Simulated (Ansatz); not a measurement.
Saddle point of BSiH₄Cl₂F, closed shell (BSiH₃Cl₂ ([SiH3][B]([Cl])[Cl]) + HF → BCl₂F ([F][B]([Cl])[Cl]) + SiH₄; bonds formed: B1–F6, Si2–H5; bonds broken: B1–Si2, H5–F6), PBE0-D4/def2-TZVP structure:

B1  (-0.600, -0.846, 0.128)
Si2  (0.425, 1.043, -0.214)
Cl3  (-1.203, -1.457, -1.420)
Cl4  (-1.720, -0.642, 1.483)
H5  (0.864, -0.757, 0.363)
F6  (0.629, -1.815, 0.618)
H7  (-0.806, 1.743, -0.649)
H8  (0.983, 1.689, 1.001)
H9  (1.428, 1.041, -1.310)
(Å)

Energies are electronic, without zero-point energy. Barriers and step energies count from the start structure reached by relaxing down the imaginary mode; all methods use the PBE0-D4 structures, on which another method's saddle can fall below an end. Ansatz 0.2.0; basis: def2-TZVPP, with def2-QZVPP for the basis limit; cores frozen in the correlated methods. B3LYP uses VWN-RPA correlation. Extrapolation: Hartree–Fock as exp(−7.88 √X), correlation as X^−2.97.

| method | barrier (kJ/mol) | step energy (kJ/mol) |
| --- | --- | --- |
| SPW92 | 48.2 | -130.2 |
| PBE-D4 | 82.2 | -128.8 |
| BLYP-D4 | ? | -141.2 |
| r2SCAN-D4 | 89.7 | -146.0 |
| B97M-V | 103.6 | -155.9 |
| PBE0-D4 | 99.3 | -134.8 |
| B3LYP-D4 | 115.4 | -145.7 |
| r2SCAN0-D4 | 103.7 | -147.1 |
| BHLYP-D4 | 135.7 | -153.3 |
| CAM-B3LYP-D4 | 114.0 | -152.8 |
| wB97X-V | 109.6 | -146.6 |
| wB97M-V | 106.6 | -149.8 |
| B2PLYP | ? | -148.8 |
| PBE-QIDH | 110.7 | -141.8 |
| RPA on PBE | ? | -146.1 |
| HF | 190.4 | -173.1 |
| MP2 | 111.2 | -145.1 |
| CCSD | 132.8 | -148.3 |
| CCSD(T) | 120.7 | -144.3 |

Q: Fill in the withheld barriers. (To be estimated.)

A: By the calculation: B2PLYP 119.2; BLYP-D4 103.9; RPA on PBE 118.6 kJ/mol. Each is the energy of the saddle less that of the start structure, by the same method.

For comparison, the barrier by CCSD(T) at an estimated basis limit (MP2 extrapolated from triple and quadruple zeta, plus CCSD(T) − MP2 in triple zeta) is 121.7 kJ/mol.

The T1 diagnostic stays at or below 0.013. The end structure is not quite a true minimum (one mode of 29i cm⁻¹).

Steps of this kind, hydrogen fluoride cutting a network bond, underlie vapour etching and the fluorination step of atomic layer etching.

Labels in which every atom is bracketed show which atoms are joined, not bond orders.

For scale, one of the runs: CCSD(T)/def2-TZVPP, 244 basis functions, launched by `ansatz run in.yaml --threads 4 --pin off --events-out ev --progress --plain --max-ram 9574MiB`. Time: 2 min of wall clock on 4 CPU threads of an Arm Neoverse V2; the host was shared. Peak host memory: 4.6 GiB.
